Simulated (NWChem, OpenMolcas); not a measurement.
## How basis sets differ on GaNH3 (SMILES [NH2][GaH])

The species is GaNH3 (5 atoms), meant as a doublet with charge 0. As SMILES, `[NH2][GaH]`. The coordinates come from a PBE0-D4/def2-TZVP relaxation. This is one conformer, not always the lowest.

```xyz
5

N    -0.2119   -0.6840    0.0647
Ga    0.8155    0.7829    0.4170
H    -0.9468   -0.7013   -0.6251
H    -0.1152   -1.5693    0.5320
H     0.5082    2.0979   -0.4301
```

Quantity: the dipole moment, in D. The values are calculated.

| level | kind | program | value (D) | CPU time |
| --- | --- | --- | --- | --- |
| UPBE0/pcseg-0 | global hybrid | NWChem | 1.47 | 3.1 s |
| UPBE0/pcseg-1 | global hybrid | NWChem | 1.11 | 8.7 s |
| UPBE0/def2-TZVP | global hybrid | OpenMolcas | 1.00 | 51 s |
| UPBE0/pcseg-2 | global hybrid | NWChem | 0.91 | 35 s |

All-electron rows without a relativistic Hamiltonian named are non-relativistic. The values span 0.91 to 1.47 D. Magnitudes only. Without the sets that lack polarisation functions the rows with a basis span only 0.91 to 1.11 D. Times are those of the runs behind each value, whatever else they computed, on shared processors of several kinds: orders of magnitude only.
